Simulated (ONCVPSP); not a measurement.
**germanium: ONCV pseudisation with LDA (Perdew-Zunger), scalar-relativistic reference atom.**

| Item | Value |
| --- | --- |
| Element | germanium |
| Generator | ONCVPSP 4.0.1 |
| Type | optimised norm-conserving Vanderbilt (ONCV) |
| Functional | LDA (Perdew-Zunger) |
| Relativity | scalar-relativistic |
| Frozen core | [Ar] |
| Valence charge | 14 |
| Reference configuration | 3d10 4s2 (charge +2) |
| Partial waves | 4s: rc 1.65 bohr, ncon 3, nbas 7, qcut 3.7 1/bohr, 2 projectors, debl 0.5 Ha; p scattering state at 0.05 Ha: rc 1.55 bohr, ncon 4, nbas 9, qcut 5.4 1/bohr, 1 projector; 3d: rc 1.20 bohr, ncon 4, nbas 9, qcut 13 1/bohr, 2 projectors, debl 1.9 Ha |
| Local potential | polynomial inside 1.20 bohr (lpopt 1, dvloc0 0 Ha) |
| Core correction | Teter function, fcfact 2, rcfact 1.7 |

In the s channel the program set the typed energies aside and used -1.089, 0.250 Ha.

All-electron outer shells of the reference configuration (LDA (Perdew-Zunger), scalar-relativistic, ld1.x):

```
shell  level (eV)  outermost node (bohr)  outermost maximum (bohr)
   3p     -135.45                   0.23                      0.54
   3d      -49.54                      –                      0.50
   4s      -29.63                   0.77                      1.66
```

Calculated quality:

```
Cutoffs needed             : 70 Ha and 78 Ha (the cutoffs (Ha) at which the residual kinetic energy of the hardest occupied pseudo-wave falls to 1 and 0.1 mHa per electron)
Ghost test                 : no bound ghost flagged; GHOST(+) flagged for s at 70.9 eV
Largest excitation error   : +362 meV (all-electron minus pseudo) for 3d10 4s1 4p3, out of 4 test configurations
rms error of d²Exc/dni dnj : 9.91 mHa without and 3.51 mHa with the model core
```

Generation and tests took about 3.2 s on one core of a shared server CPU.
